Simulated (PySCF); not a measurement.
Spinor energies of Mn⁸⁺ (manganese, charge +8)

Start: [Ne] 3s2 3p5; 3p1/2 filled at m_j = -1/2, +1/2; 3p3/2 filled at m_j = -1/2, +1/2, +3/2. Calculated with PySCF 2.14 in an even-tempered Gaussian basis (20 s from 0.43 bohr⁻², ratio 2.4; 14 p from 0.56 bohr⁻², ratio 2.4; 5 d from 4 bohr⁻², ratio 2.6; 4 f from 6 bohr⁻², ratio 2.6): generalised Hartree-Fock with the X2C-1e Hamiltonian and a Gaussian nucleus; one run each with spin-orbit coupling (SO) switched off, then screened by Boettger's factors.

| spinor shell | electrons | ε, spin-free (eV) | ε, screened SO (eV) | weight of nominal j (screened SO) | rms radius, screened SO (bohr) |
| --- | --- | --- | --- | --- | --- |
| 1s1/2 | 2 | -6780.4 | -6780.2 | 1.000 | 0.0703 |
| 2s1/2 | 2 | -986.65 | -986.57 | 1.000 | 0.300 |
| 2p1/2 | 2 | -859.99 | -867.66 | 0.998 | 0.270 |
| 2p3/2 | 4 | -859.99 | -856.13 | 0.999 | 0.273 |
| 3s1/2 | 2 | -262.06 | -262.03 | 1.000 | 0.833 |
| 3p1/2 | 2 | -223.05 | -224.51 | 0.793 | 0.853 |
| 3p3/2 | 3 | -223.05 | -222.24 | 0.862 | 0.857 |

```csv
quantity,spin-free,screened SO
E (hartree),-1135.98491,-1136.02102
M_J,3/2,3/2
⟨J²⟩,3.753,3.753
⟨L²⟩,2.002,2.003
⟨S²⟩,0.751,0.751
```

Each row is a mean over spinors that exchange with the open shell spreads, by up to 6.995 eV (3s1/2).

Rows whose weight is well below 1 are mixtures of j = l ± 1/2: exchange outweighs spin-orbit coupling there, and the label is only the starting occupation.

Without spin-orbit coupling the j labels of p, d and f shells carry no meaning; the spin-free column gives the mean over the occupied spinors of each nl shell.
